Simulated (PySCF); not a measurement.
Isomers of C4H9ClO2S, mass 156.001 u with the commonest isotopes. Theory: PBE0/pcSseg-1 in PySCF (dipole) on a GFN2-xTB geometry, gas phase. One conformer each, none proved a minimum here; rigid rotors.

Task: Order these by dipole moment, largest first.
A. `[CH3:1][CH2:2][CH2:3][CH2:4][S:5](=[O:6])(=[O:7])[Cl:8]` with C1–C2–C3–C4 178°, C2–C3–C4–S5 -63°, C3–C4–S5–O6 -42° (1-butanesulfonyl chloride)
B. `[CH3:1][CH2:2][C@H:3]([CH3:4])[S:5](=[O:6])(=[O:7])[Cl:8]` with C1–C2–C3–C4 -167°, C2–C3–S5–O6 174°
C. `CC(C)(C)S(=O)(=O)Cl`

Result: C (4.68 D), B (4.47 D), A (4.17 D).

Task: Order these by rotational constant B, smallest first.
A. `[CH3:1][CH2:2][C@H:3]([CH3:4])[S:5](=[O:6])(=[O:7])[Cl:8]` with C1–C2–C3–C4 -167°, C2–C3–S5–O6 174°
B. `[CH3:1][CH2:2][CH2:3][CH2:4][S:5](=[O:6])(=[O:7])[Cl:8]` with C1–C2–C3–C4 178°, C2–C3–C4–S5 -63°, C3–C4–S5–O6 -42° (1-butanesulfonyl chloride)
C. `[CH3:1][CH:2]([CH3:3])[CH2:4][S:5](=[O:6])(=[O:7])[Cl:8]` with C1–C2–C4–S5 61°, C2–C4–S5–O6 42°
D. `C(C)(C)(S(Cl)(=O)=O)C`

Result: B (776.9 MHz), C (912.2 MHz), A (1235 MHz), D (1350 MHz).

Task: Order these by rotational constant A, largest first.
A. `[CH3:1][CH2:2][CH2:3][CH2:4][S:5](=[O:6])(=[O:7])[Cl:8]` with C1–C2–C3–C4 178°, C2–C3–C4–S5 -63°, C3–C4–S5–O6 -42°
B. `[CH3:1][CH:2]([CH3:3])[CH2:4][S:5](=[O:6])(=[O:7])[Cl:8]` with C1–C2–C4–S5 61°, C2–C4–S5–O6 42°
C. `[CH3:1][CH2:2][C@H:3]([CH3:4])[S:5](=[O:6])(=[O:7])[Cl:8]` with C1–C2–C3–C4 -167°, C2–C3–S5–O6 174°
D. `CC(C)(C)S(=O)(=O)Cl`

Result: A (3439 MHz), B (2701 MHz), D (1977 MHz), C (1807 MHz).

```json
{"SMILES": "CC[C@H](C)S(=O)(=O)Cl", "point group": "C1", "Ia (u·Å²)": "279.63", "Ib (u·Å²)": "409.30", "Ic (u·Å²)": "433.74", "κ": "-0.78", "μa (D)": "3.41", "μb (D)": "2.77", "μc (D)": "0.85"}
{"SMILES": "CCCCS(=O)(=O)Cl", "point group": "C1", "Ia (u·Å²)": "146.96", "Ib (u·Å²)": "650.48", "Ic (u·Å²)": "678.82", "κ": "-0.98", "μa (D)": "2.21", "μb (D)": "3.41", "μc (D)": "0.93"}
{"SMILES": "CC(C)CS(=O)(=O)Cl", "point group": "C1", "Ia (u·Å²)": "187.12", "Ib (u·Å²)": "554.05", "Ic (u·Å²)": "625.78", "κ": "-0.89", "μa (D)": "3.31", "μb (D)": "2.74", "μc (D)": "0.86"}
{"SMILES": "CC(C)(C)S(=O)(=O)Cl", "point group": "Cs", "Ia (u·Å²)": "255.66", "Ib (u·Å²)": "374.40", "Ic (u·Å²)": "420.87", "κ": "-0.62", "μa (D)": "3.67", "μb (D)": "2.91", "μc (D)": "0.00"}
```
